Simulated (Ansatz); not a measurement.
Consider the isomerisation: `C=[C](C)[GeH2][F]` → `F[C@H]1C[C@@H]1[GeH3]`.

Calculated with Ansatz (gas phase, PBE0-D4/def2-TZVP geometries, no zero-point term in ΔE). CCSD(T)/CBS adds triple-zeta CCSD(T) − MP2 to the extrapolated MP2 energy (def2 sets, frozen cores). DFT in def2-TZVPP. B3LYP here is the variant with VWN-RPA as its local correlation; programs differ in this. For Ge outer-core shells are correlated without core-valence functions, which leaves a few kJ/mol of doubt a bond. Scalar relativity is left out up to krypton. Each species was taken in one conformer, which may not be the lowest.

`C=[C](C)[GeH2][F]`:

Z-matrix (Å, degrees):
```
C
C 1 1.496
H 1 1.093 2 111.2
H 1 1.095 2 111.4 3 120.5
H 1 1.095 2 111.4 3 -120.5
Ge 2 1.939 1 118.2 3 179.7
C 2 1.329 1 123.6 3 -0.3
F 6 1.746 2 106.2 1 179.4
H 6 1.539 2 113.5 1 63.4
H 6 1.539 2 113.5 1 -64.6
H 7 1.088 2 121.1 1 0.1
H 7 1.085 2 121.9 1 -180.0
```

`F[C@H]1C[C@@H]1[GeH3]`:

```xyz
12

F     1.479    1.631    1.312
C     0.722    1.112    0.302
C     1.314    0.024   -0.506
C     0.194   -0.267    0.479
Ge   -1.586   -0.744   -0.123
H     0.118    1.882   -0.168
H     2.307   -0.300   -0.223
H     1.109   -0.005   -1.570
H     0.524   -0.744    1.396
H    -1.650   -2.238   -0.483
H    -1.901    0.088   -1.380
H    -2.630   -0.439    0.964
```

```tsv
level	ΔE (kcal/mol)	difference from CCSD(T)/CBS
PBE-D4	37.0	-4.8
r2SCAN-D4	38.8	-3.0
PBE0-D4	36.0	-5.8
B3LYP-D4	42.4	0.6
ωB97X-V	36.9	-4.9
ωB97M-V	38.9	-2.9
B2PLYP	42.5	0.7
PBE	36.8	-5.0
r2SCAN	38.7	-3.1
PBE0	35.8	-6.0
B3LYP	42.0	0.2
HF/def2-TZVPP	44.3	2.5
MP2/def2-TZVPP	41.3	-0.5
SCS-MP2/def2-TZVPP	42.5	0.7
CCSD/def2-TZVPP	41.1	-0.7
CCSD(T)/def2-TZVPP	41.4	-0.4
HF/def2-QZVPP	44.6	2.8
MP2/def2-QZVPP	41.7	-0.1
SCS-MP2/def2-QZVPP	42.9	1.1
HF/CBS(def2)	44.7	2.9
MP2/CBS(def2)	41.7	-0.1
CCSD/CBS(def2)	41.6	-0.2
CCSD(T)/CBS	41.8	0
```

Largest T1 diagnostic among the species: 0.011.

From PBE to PBE0 (25 % exact exchange), in def2-TZVPP and without D4, ΔE moves by −1.0 kcal/mol. In def2-TZVPP, CCSD(T) changes the Hartree–Fock value by −2.9 kcal/mol (the triples alone add +0.2 kcal/mol) and MP2 by −3.0 kcal/mol.
